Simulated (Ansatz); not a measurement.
This geometry of C2H3BINO (9 atoms, charge 0, multiplicity 1) is a first-order saddle point.

Method: RKS B3LYP/def2-SVP (Ansatz).

```xyz
9
Properties=species:S:1:pos:R:3
N 0.660 -1.657 0.244
C 0.144 -0.379 0.129
C -0.415 0.557 0.912
B -0.464 1.328 -0.447
I -1.113 3.205 -1.210
O 0.125 0.304 -1.181
H 1.636 -1.674 -0.065
H 0.154 -2.298 -0.374
H -0.640 0.568 1.974
```

Which two structures does it join? (They come from a converged band through this point; their orientation in space is the band's.)

No bond is made or broken. The dihedral H7–N1–C2–O6 goes from 0 to 180°. The two ends are copies of one structure, up to a mirror image or an exchange of like atoms.

Image 0:

```xyz
9
Properties=species:S:1:pos:R:3
N 0.697 -1.574 0.028
C 0.163 -0.349 -0.001
C -0.739 0.417 0.705
B -0.350 1.410 -0.360
I -0.729 3.401 -1.019
O 0.578 0.505 -1.021
H 1.372 -1.838 -0.679
H 0.436 -2.238 0.744
H -1.340 0.219 1.585
```

Image 8:

```xyz
9
Properties=species:S:1:pos:R:3
N 0.697 -1.574 0.028
C 0.163 -0.349 -0.001
C -0.739 0.417 0.705
B -0.351 1.411 -0.360
I -0.728 3.401 -1.019
O 0.577 0.505 -1.021
H 0.437 -2.238 0.744
H 1.373 -1.837 -0.679
H -1.340 0.219 1.586
```

How far does it lie above each of them?

0.56 eV above the first and 0.56 eV above the second. This is the barrier of this one path; another mechanism may lie lower.

The run took 4.4 min on 2 threads of Intel(R) Xeon(R) Platinum 8488C (Sapphire Rapids), on a shared host, peak memory 0.3 GiB.
